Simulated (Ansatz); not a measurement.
A single point on C2H7NSi, SMILES `CC[Si]N`.

```yaml
crystal:
  periodic: [false, false, false]
  atoms:
    - {symbol: C, position_ang: [-0.445665, 1.127156, 0.097185]}
    - {symbol: C, position_ang: [-0.364982, -0.071978, 1.028955]}
    - {symbol: Si, position_ang: [0.452368, -1.705079, 0.458970]}
    - {symbol: N, position_ang: [0.906600, -1.274310, -1.129855]}
    - {symbol: H, position_ang: [-1.010778, 0.893965, -0.810262]}
    - {symbol: H, position_ang: [-0.939557, 1.981611, 0.568101]}
    - {symbol: H, position_ang: [0.548550, 1.464840, -0.210551]}
    - {symbol: H, position_ang: [-1.368635, -0.362668, 1.372340]}
    - {symbol: H, position_ang: [0.156941, 0.196017, 1.959288]}
    - {symbol: H, position_ang: [1.378720, -1.924974, -1.737215]}
    - {symbol: H, position_ang: [0.751736, -0.381778, -1.576359]}
basis:
  gaussian: {orbitals: def2-TZVPP}
hamiltonian: {xc: pbe}
correlation: {method: rpa}
```

```sh
$ ansatz run in.yaml --threads 2 --pin off --events-out ev --progress --plain
```

It prints (some lines left out):

```
Functional definition: PBE
1344 factors; integrals over basis functions are off by at most 9.8e-4 eV
mean field evaluation 1: about -11527.0328 eV, gradient 1.0e2 eV
mean field evaluation 2: about -11527.0281 eV, gradient 1.0e2 eV
mean field evaluation 4: about -11545.6778 eV, gradient 3.1e1 eV
mean field evaluation 8: about -11548.4780 eV, gradient 4.5e-1 eV
mean field evaluation 16: about -11548.4774 eV, gradient 1.1e-4 eV
mean field -11548.47740333 eV, -424.3987167334 hartree, gradient 1.1e-6 eV, S^2 0.000000; 0 other end points of the search recorded, 0 dependent functions left out
8 core orbitals not correlated: weight in the atoms' cores, before any rotation towards them, 1.000 or more for the frozen orbitals, at most 0.000 for the correlated occupied ones
reference -11516.08207138 eV, -423.2082102425 hartree; 12, 12 occupied and 213, 213 virtual orbitals, 1344 factors
Total energy: -11547.22842787 eV, -424.3528177318 hartree
```

Hardware: 2 threads of a server CPU on a shared host. Wall time 11 s, peak host memory 0.6 GiB.
